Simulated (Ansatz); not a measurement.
Geometry optimisation, UKS PBE/def2-SVP in Ansatz.

The input (input.yaml):

```yaml
crystal:
  periodic: [false, false, false]
  atoms:
    - { symbol: Ta, position_ang: [0.845518, 0.002149, 0.00722] }
    - { symbol: Cl, position_ang: [2.684999, -0.131601, 1.638716] }
    - { symbol: "N", position_ang: [-0.389629, 0.015447, 1.653773] }
    - { symbol: H, position_ang: [-0.765372, -0.821594, 2.124274] }
    - { symbol: H, position_ang: [-0.703993, 0.865623, 2.149239] }
    - { symbol: F, position_ang: [-0.197519, 0.046694, -1.542342] }
    - { symbol: F, position_ang: [0.68161, 1.866178, 0.301806] }
    - { symbol: F, position_ang: [0.56183, -1.860114, 0.233369] }
    - { symbol: F, position_ang: [2.592556, 0.017218, -0.956056] }
magnetization:
  spin_polarized: true
  initial_magnetization: 1
basis:
  gaussian: { orbitals: def2-SVP }
hamiltonian:
  xc: pbe
relax:
  f_tol: 0.03
  max_steps: 50
```

Run as:

```bash
$ ansatz run input.yaml --threads 4 --pin off --max-ram 5120MiB --backend cpu --events-out ev --progress --plain --runs-dir out
```

Question: Where does it end, and by what steps?

Answer: The forces met the threshold. After 8 steps the energy has fallen by 0.673 eV; Cl2 moved furthest, 0.60 Å.

```json
{"step": "0", "energy less start (eV)": "0.0000", "largest force component (eV/Å)": "2.848", "accepted": "yes"}
{"step": "1", "energy less start (eV)": "-0.4239", "largest force component (eV/Å)": "1.682", "accepted": "yes"}
{"step": "2", "energy less start (eV)": "-0.5868", "largest force component (eV/Å)": "0.877", "accepted": "yes"}
{"step": "3", "energy less start (eV)": "-0.6254", "largest force component (eV/Å)": "0.509", "accepted": "yes"}
{"step": "4", "energy less start (eV)": "-0.6564", "largest force component (eV/Å)": "0.187", "accepted": "yes"}
{"step": "5", "energy less start (eV)": "-0.6611", "largest force component (eV/Å)": "0.533", "accepted": "yes"}
{"step": "6", "energy less start (eV)": "-0.6705", "largest force component (eV/Å)": "0.248", "accepted": "yes"}
{"step": "7", "energy less start (eV)": "-0.6725", "largest force component (eV/Å)": "0.048", "accepted": "yes"}
{"step": "8", "energy less start (eV)": "-0.6727", "largest force component (eV/Å)": "0.028", "accepted": "yes"}
```

```xyz
9
Properties=species:S:1:pos:R:3
Ta 0.936 0.005 -0.106
Cl 2.225 -0.083 2.019
N -0.347 0.007 1.657
H -0.585 -0.844 2.189
H -0.531 0.847 2.227
F -0.349 0.077 -1.482
F 0.762 1.882 0.123
F 0.642 -1.865 0.040
F 2.558 -0.026 -1.057
```

Whether the end is a true minimum wasn't checked by a vibrational analysis.

Run time: 35 s on 4 threads of Arm Neoverse V2, with other jobs on the host, peak memory 0.28 GiB.
